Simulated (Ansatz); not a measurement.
```yaml
crystal:
  periodic: [false, false, false]
  atoms:
    - {symbol: Cl, position_ang: [-1.720993, -1.802320, -0.427929]}
    - {symbol: Si, position_ang: [-0.045126, -0.739977, -0.029472]}
    - {symbol: I, position_ang: [0.005330, 1.347104, 0.097145]}
    - {symbol: C, position_ang: [-0.044670, 1.047104, 0.097145]}
    - {symbol: O, position_ang: [0.430815, 0.354167, -1.149018]}
    - {symbol: H, position_ang: [-0.943573, 1.634104, -0.075725]}
    - {symbol: H, position_ang: [0.751292, 1.591787, 0.598654]}
basis:
  gaussian: {orbitals: STO-3G}
hamiltonian: {xc: {name: RPBE}}
scf: {lower_state_search: light}
output: {forces: true}
```

```sh
$ ansatz run in.yaml --threads 4 --pin off --events-out ev --progress --plain --max-ram 10444MiB
```

Output, abridged:

```
Functional definition: RPBE
664 factors; integrals over basis functions are off by at most 3.3e-5 eV
mean field evaluation 1: about -206871.6664 eV, gradient 8.4e1 eV
mean field evaluation 2: about -206803.1487 eV, gradient 1.4e2 eV
mean field evaluation 4: about -206888.5582 eV, gradient 2.0e1 eV
mean field evaluation 8: about -206889.8917 eV, gradient 3.6e-1 eV
mean field evaluation 16: about -206889.7203 eV, gradient 1.1e-4 eV
a density is far from that of the atoms, so the factors are made again for it
742 factors; integrals over basis functions are off by at most 1.8e-5 eV
mean field -206889.71972863 eV, -7603.0569651384 hartree, gradient 1.8e-5 eV, S^2 0.000000; 0 other end points of the search recorded, 0 dependent functions left out
reference -206889.71974921 eV, -7603.0569658947 hartree; 50, 50 occupied and 7, 7 virtual orbitals, 742 factors
Total energy: -206889.71974921 eV, -7603.0569658947 hartree
Atom 0 at    -1.720993    -1.802320    -0.427929 Å, force    -3.759626    -1.258025    -1.611214 eV/Å
Atom 1 at    -0.045126    -0.739977    -0.029472 Å, force     3.069802   -17.632608     6.829878 eV/Å
Atom 2 at     0.005330     1.347104     0.097145 Å, force  3122.322250 18934.146450   -13.528022 eV/Å
Atom 3 at    -0.044670     1.047104     0.097145 Å, force -3141.659741 -18947.580254    -4.642885 eV/Å
Atom 4 at     0.430815     0.354167    -1.149018 Å, force     4.619159    -7.266571   -19.555407 eV/Å
Atom 5 at    -0.943573     1.634104    -0.075725 Å, force   -65.431517    19.196598   -17.160178 eV/Å
Atom 6 at     0.751292     1.591787     0.598654 Å, force    80.839673    20.394411    49.667828 eV/Å
Dipole moment:     0.361329     1.441887     0.277050 e Å
```

Q: What is wrong with this run?

A: One atom was put on top of another. The run converged. The result belongs to that input, not to the molecule as meant.
